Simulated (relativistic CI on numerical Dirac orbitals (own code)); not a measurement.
# Hyperfine structure of K3+, mass number 41

Method of calculation: Dirac-Coulomb-Breit CI, separate exchange-only KLI orbitals for each configuration, model QED, valence Slater integrals scaled by 0.85, P86 correlation energy added to each configuration (own radial code, finite nucleus).

Configuration list (outside the closed core [Ne]): 3s2 3p4, 3s 3p5, 3s2 3p3 3d, 3p6, 3s 3p4 3d, 3s2 3p3 4s, 3s2 3p3 4p, 3s2 3p3 4d, 3s2 3p3 5s, 3s2 3p3 4f, 3s2 3p3 5p, 3s2 3p3 5d, 3p5 3d, 3s2 3p3 5f, 3s2 3p2 3d2, 3s2 3p 3d3, 3s 3p2 3d3, 3s2 3p 3d2 4s, 3s2 3p 3d2 4p, 3s2 3p 3d2 4d. Double excitations out of closed p, d and f shells are left out; levels of such configurations are missing from the list, as are those of other unlisted configurations, and high levels can miss mixing partners. These lack a partner that the ground configuration has and come out too high: 3s2 3p3 5s, 3s2 3p3 4f, 3s2 3p3 5p, 3s2 3p3 5d, 3s2 3p3 5f.

Nuclear spin I = 3/2, μ = 0.21487 μN, Q = 0.0734 b (tables of Stone and Pyykkö). The electronic factors are computed for point nuclear moments, without core polarisation; leaving it out makes A of s and p electrons in near-neutral atoms 20 to 40 % too small, and it can dominate for d and f shells.

```csv
Level,E (cm⁻¹),A (MHz),B (MHz)
3s2 3p4 3P_2,0.0,138.6,112
3s2 3p4 3P_1,1657.4,2.123,-56.1
3s2 3p4 1D_2,16063.9,237.2,-227
3s 3p5 3P°_2,148158.3,569.1,-103
3s 3p5 3P°_1,149633.8,653,52.2
3s 3p5 1P°_1,183118.8,210.7,-81
3s2 3p3 3d 5D°_1,190389.3,11.65,-4.75
3s2 3p3 3d 5D°_2,190398.7,11.62,-2.9
```

Levels with J = 0, under 50 % of one LS term, or S terms without an open s electron are left out. Small factors come from cancelling terms and can be off by tens of per cent or more.

Correlation outside the listed configurations is missing or only estimated: errors of thousands of cm⁻¹ between configurations and terms are usual at this charge. Rates and lifetimes follow the computed energies and can be off by large factors. The fine structure of a lone outer electron comes out too small, for d and f at times inverted, and misplaced configurations move strength between like terms. 29 of the 36 excited levels that our extract of the measured tables holds in this range could be paired (the sources list more); they are missed by 11304 cm⁻¹ on average and 17220 at most, and levels without a partner can miss by more.

(1) Give the hyperfine levels of 3s2 3p4 3P_2 relative to its centre of gravity.

Results:

(1) With K = F(F + 1) − I(I + 1) − J(J + 1), E = AK/2 + B[¾K(K + 1) − I(I + 1)J(J + 1)]/[2I(2I − 1)J(2J − 1)]: F = 1/2: -525.3, F = 3/2: -415.8, F = 5/2: -139.5, F = 7/2: 443.9 MHz.
